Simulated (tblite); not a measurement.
Compound: C8H10GeO.
SMILES with atom numbers: `[CH3:1][C:2]#[C:3][GeH2:4][C:5]#[C:6][CH2:7][C:8]([CH3:9])=[O:10]` (hydrogens: H11, H12, H13 on C1; H14, H15 on Ge4; H16, H17 on C7; H18, H19, H20 on C9)

Computed with GFN2-xTB (tblite), gas phase: L-BFGS steps from a force-field or distance-geometry start until the largest atomic force falls under 0.01 eV/Å.

Step 10: E = -763.6937 eV
```
atom  x, y, z in Å  |  force x, y, z in eV/Å
C1      4.0579    1.4145   -1.2971    0.007   0.015  -0.012
C2      3.3849    0.5616   -0.3421   -0.041  -0.048   0.053
C3      2.8312   -0.1510    0.4594    0.037   0.085  -0.095
Ge4     1.9440   -1.2660    1.7000    0.040  -0.026   0.038
C5      0.0736   -1.1919    1.4000    0.116   0.018   0.010
C6     -1.1140   -1.1433    1.2053   -0.138   0.029  -0.012
C7     -2.5451   -1.0749    0.9676   -0.034   0.039  -0.029
C8     -2.8184   -0.2807   -0.3110   -0.023  -0.006  -0.009
C9     -3.5488    1.0341   -0.1687    0.029  -0.017   0.013
O10    -2.4755   -0.6966   -1.3860    0.007  -0.012  -0.006
H11     3.3281    1.8917   -1.9523    0.003  -0.024   0.027
H12     4.6224    2.1883   -0.7754   -0.013  -0.019  -0.001
H13     4.7450    0.8260   -1.9059   -0.016  -0.001   0.019
H14     2.2378   -0.7908    3.0949   -0.035   0.009  -0.020
H15     2.4221   -2.6787    1.5439   -0.028   0.006  -0.017
H16    -3.0433   -0.6413    1.8365   -0.008   0.039  -0.025
H17    -2.9199   -2.0909    0.8088    0.025  -0.018   0.008
H18    -3.8037    1.2877    0.8556    0.039  -0.056  -0.001
H19    -4.4554    0.9923   -0.7721    0.006  -0.022   0.033
H20    -2.9280    1.8205   -0.5945    0.026   0.009   0.025
```

Step 11: E = -763.6947 eV
```
atom  x, y, z in Å  |  force x, y, z in eV/Å
C1      4.0581    1.4143   -1.2968   -0.002   0.011  -0.006
C2      3.3850    0.5617   -0.3419   -0.036  -0.039   0.042
C3      2.8296   -0.1499    0.4589    0.026   0.068  -0.080
Ge4     1.9411   -1.2652    1.6975    0.079  -0.025   0.049
C5      0.0731   -1.1900    1.3993    0.105   0.019   0.008
C6     -1.1146   -1.1399    1.2072   -0.118   0.020  -0.018
C7     -2.5438   -1.0740    0.9670   -0.059   0.048  -0.032
C8     -2.8159   -0.2809   -0.3120   -0.051  -0.021  -0.019
C9     -3.5473    1.0328   -0.1676    0.035  -0.019   0.016
O10    -2.4762   -0.6981   -1.3873    0.019  -0.010  -0.014
H11     3.3264    1.8902   -1.9510    0.014  -0.018   0.023
H12     4.6218    2.1878   -0.7739   -0.009  -0.018  -0.012
H13     4.7443    0.8244   -1.9052   -0.012   0.009   0.017
H14     2.2346   -0.7908    3.0916   -0.031   0.015  -0.005
H15     2.4197   -2.6771    1.5433   -0.026  -0.005  -0.022
H16    -3.0436   -0.6363    1.8325   -0.017   0.024  -0.007
H17    -2.9166   -2.0906    0.8090    0.017  -0.017   0.013
H18    -3.8000    1.2825    0.8584    0.033  -0.045  -0.013
H19    -4.4548    0.9905   -0.7700    0.015  -0.014   0.038
H20    -2.9261    1.8194   -0.5921    0.018   0.018   0.022
```

Step 12: E = -763.6958 eV
```
atom  x, y, z in Å  |  force x, y, z in eV/Å
C1      4.0582    1.4141   -1.2965   -0.011   0.000   0.004
C2      3.3852    0.5619   -0.3418   -0.014  -0.010   0.010
C3      2.8276   -0.1482    0.4577   -0.005   0.017  -0.027
Ge4     1.9393   -1.2646    1.6955    0.085  -0.009   0.036
C5      0.0728   -1.1874    1.3983    0.043   0.020  -0.001
C6     -1.1158   -1.1358    1.2093   -0.041   0.011  -0.020
C7     -2.5435   -1.0722    0.9658   -0.059   0.034  -0.020
C8     -2.8140   -0.2816   -0.3136   -0.060  -0.035  -0.030
C9     -3.5450    1.0310   -0.1663    0.033  -0.014   0.010
O10    -2.4766   -0.7001   -1.3890    0.025  -0.008  -0.025
H11     3.3248    1.8882   -1.9491    0.015  -0.004   0.007
H12     4.6210    2.1870   -0.7724    0.000  -0.007  -0.018
H13     4.7434    0.8228   -1.9041   -0.001   0.014   0.007
H14     2.2303   -0.7905    3.0880   -0.020   0.024   0.023
H15     2.4164   -2.6754    1.5422   -0.018  -0.025  -0.026
H16    -3.0444   -0.6302    1.8279   -0.030   0.006   0.009
H17    -2.9126   -2.0906    0.8094    0.005  -0.009   0.020
H18    -3.7951    1.2758    0.8614    0.025  -0.029  -0.014
H19    -4.4537    0.9881   -0.7669    0.019  -0.001   0.038
H20    -2.9236    1.8184   -0.5890    0.008   0.024   0.018
```

Task: Estimate the geometry and energy of step 13. (The exact step hangs on the optimiser's Hessian estimate; all steps are aligned on step 12, rigid shifts and turns removed.)

Result: E = -763.6967 eV, largest force 0.067 eV/Å
```
atom  x, y, z in Å  |  force x, y, z in eV/Å
C1      4.0582    1.4140   -1.2962   -0.014  -0.008   0.010
C2      3.3853    0.5621   -0.3420    0.002   0.010  -0.012
C3      2.8260   -0.1468    0.4565   -0.028  -0.026   0.019
Ge4     1.9399   -1.2644    1.6949    0.050   0.006   0.013
C5      0.0727   -1.1852    1.3975   -0.014   0.021  -0.008
C6     -1.1167   -1.1327    1.2104    0.029   0.009  -0.019
C7     -2.5444   -1.0707    0.9645   -0.032   0.008  -0.001
C8     -2.8139   -0.2826   -0.3153   -0.042  -0.039  -0.034
C9     -3.5428    1.0298   -0.1655    0.024  -0.006   0.001
O10    -2.4765   -0.7016   -1.3905    0.022  -0.010  -0.031
H11     3.3238    1.8867   -1.9477    0.010   0.011  -0.011
H12     4.6204    2.1863   -0.7716    0.009   0.005  -0.018
H13     4.7427    0.8219   -1.9031    0.009   0.013  -0.004
H14     2.2270   -0.7896    3.0863   -0.009   0.028   0.043
H15     2.4138   -2.6750    1.5408   -0.010  -0.036  -0.026
H16    -3.0456   -0.6258    1.8248   -0.038  -0.007   0.015
H17    -2.9098   -2.0908    0.8102   -0.006   0.000   0.025
H18    -3.7911    1.2705    0.8632    0.019  -0.014  -0.005
H19    -4.4527    0.9864   -0.7639    0.017   0.012   0.030
H20    -2.9215    1.8182   -0.5864    0.000   0.022   0.013
```

The energy changes by -0.0008 eV. The first-order estimate −F·Δx gives -0.0011 eV and the mean of the old and new forces, exact on a quadratic surface, -0.0008 eV. The step makes an angle of 65° with the force vector and moves no atom by more than 0.007 Å.

What follows is the cost of the whole relaxation. Hardware: one thread, Arm Neoverse N1 (aarch64), shared host. Cost: 2.0 s.
